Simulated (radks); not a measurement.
Ionisation of neutral promethium, [Xe] 4f5 6s2, to [Xe] 4f5 6s1 as the strength of local exchange is varied. Method: Dirac Kohn-Sham, Slater X-alpha exchange (alpha = 2/3 is LDA exchange), no correlation, spin-unpolarised, spherical densities, finite nucleus; open shells are shared between the two j in proportion to 2j + 1; Fermi nuclear charge, rms radius 4.962 fm; computed with a radial shooting solver on a logarithmic mesh with Libxc functionals.

alpha  E(Pm) (hartree)  exchange (hartree)  IE (eV)  -e of the level emptied (eV)  <r> of it (bohr)
0.617       -9997.3733           -199.9933    5.025                 2.703 (6s1/2)             4.503
0.64       -10004.8314           -207.6125    5.120                 2.785 (6s1/2)             4.477
0.664      -10012.6201           -215.5746    5.223                 2.875 (6s1/2)             4.449
0.667      -10013.5941           -216.5708    5.236                 2.887 (6s1/2)             4.446
0.952      -10106.5761           -312.0644    6.592                 4.132 (6s1/2)             4.114
0.968      -10111.8223           -317.4760    6.674                 4.209 (6s1/2)             4.096
0.978      -10115.1025           -320.8611    6.726                 4.257 (6s1/2)             4.086

NIST Atomic Spectra Database: 5.582 eV (measured). The Delta-SCF value meets it near alpha = 0.74. Spin polarisation and multiplet splitting are left out, so open shells lie too high by an amount that depends on their filling. Sharing an open shell by 2j + 1 raises it above the true ground level by a part of the spin-orbit splitting, which enters the differences from NIST.

Beside tabulated values, note that spin-unpolarised runs miss the spin-polarisation part of the exchange energy of open shells.
